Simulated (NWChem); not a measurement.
System: SnSiH4, singlet; SMILES [SiH3][SnH]

Input file for NWChem:

```
start job
memory heap 200 mb stack 900 mb global 1100 mb
geometry units angstroms noautoz
  Sn    -0.006111     0.699920     0.088785
  H      1.761308     0.589882    -0.116739
  Si    -0.047052    -1.959906     0.015094
  H      0.800601    -2.523907     1.118578
  H      0.523237    -2.452471    -1.283535
  H     -1.415531    -2.554406     0.155386
end
basis spherical
  * library 3-21g
end
dft
  xc b3lyp
  iterations 150
  mulliken
end
task dft energy
```

Low-valent species are run as closed-shell singlets; no triplet was tried in these runs. Structure relaxed at the PBE0/def2-SVP (def2 core potentials past Kr) level. B3LYP is NWChem's, with the RPA form of VWN correlation.

Q: What results follow from this input? (B3LYP/3-21G, non-relativistic.) Quantities: basis functions; energy (Ha); highest occupied level (eV); orbital gap (eV); dipole (D).

A: 
```yaml
number_of_basis_functions: 52
energy (Ha): -6289.17
highest occupied level (eV): -6.09
orbital gap (eV): 2.69
dipole (D): 1.10
```
